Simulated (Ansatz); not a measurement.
A nudged elastic band was laid between two geometries of BF$_{2}$H$_{4}$NSi (9 atoms, charge 0, multiplicity 1).

Level of theory: Ansatz, RKS r2SCAN-D4/def2-mTZVP.

```yaml
movable_images: 7
climbing_image: yes
spring: 5.0 eV/Å²
optimiser: quadratic models (default)
start_path: IDPP
force_threshold: 0.05 eV/Å
iteration_limit: 60
end_points: relaxed
```

First end point:

```xyz
9
Properties=species:S:1:pos:R:3
F -2.303 0.272 1.436
B -1.479 0.061 0.403
N -0.085 0.073 0.619
Si 1.145 -0.145 -0.579
F 1.719 1.270 -1.079
H -1.949 -0.138 -0.676
H 0.212 0.263 1.574
H 2.284 -0.872 0.023
H 0.544 -0.830 -1.739
```

Last end point:

```xyz
9
Properties=species:S:1:pos:R:3
F -1.968 0.168 -0.775
B -1.483 0.112 0.472
N -0.090 -0.035 0.650
Si 1.134 -0.134 -0.579
F 1.627 1.331 -1.018
H -2.245 0.183 1.387
H 0.225 -0.043 1.614
H 2.302 -0.828 0.006
H 0.586 -0.799 -1.774
```

Task: What changes between the two ends?

Result: No bond is made or broken. The dihedral F1–B2–N3–Si4 goes from -179 to 1°.

Task: What energy profile does the band end with?

Result: The forces met the threshold. The highest image is number 4 of 0 to 8, 0.81 eV above the first end and 0.79 eV above the last; the last end lies 0.02 eV above the first. A vibrational analysis at the climbing image gives one clearly imaginary mode, 488i cm⁻¹: a first-order saddle point.

```tsv
image	path coordinate (Å)	energy (eV)	dihedral F1–B2–N3–Si4 (°)
0	0.00	0.00	-179
1	0.58	0.06	-157
2	1.15	0.26	-129
3	1.73	0.59	-103
4	2.31	0.81	-84
5	2.87	0.59	-68
6	3.43	0.26	-45
7	3.99	0.07	-18
8	4.55	0.02	1
```

Task: What is the geometry of the highest image?

Result: 
```xyz
9
Properties=species:S:1:pos:R:3:forces:R:3
F -2.170 0.946 0.522 0.03 -0.02 0.00
B -1.511 -0.202 0.378 -0.04 0.03 -0.01
N -0.079 -0.252 0.581 0.03 -0.03 0.02
Si 1.169 0.126 -0.534 -0.03 -0.01 0.00
F 1.590 1.680 -0.521 0.01 0.02 -0.01
H -2.178 -1.147 0.072 0.01 0.00 0.00
H 0.221 -0.402 1.540 -0.01 0.01 0.00
H 2.385 -0.629 -0.164 0.00 0.00 0.00
H 0.663 -0.167 -1.892 0.00 0.00 0.00
```

Task: What are the harmonic wavenumbers there?

Result: 488i, 59, 118, 234, 299, 501, 654, 763, 806, 868, 942, 959, 961, 1105, 1135, 1251, 1351, 2266, 2273, 2618, 3535 cm⁻¹.

Time of the run: 88 s on 2 threads of AMD EPYC 9R14 (Zen 4), on a shared host, peak memory 0.18 GiB.
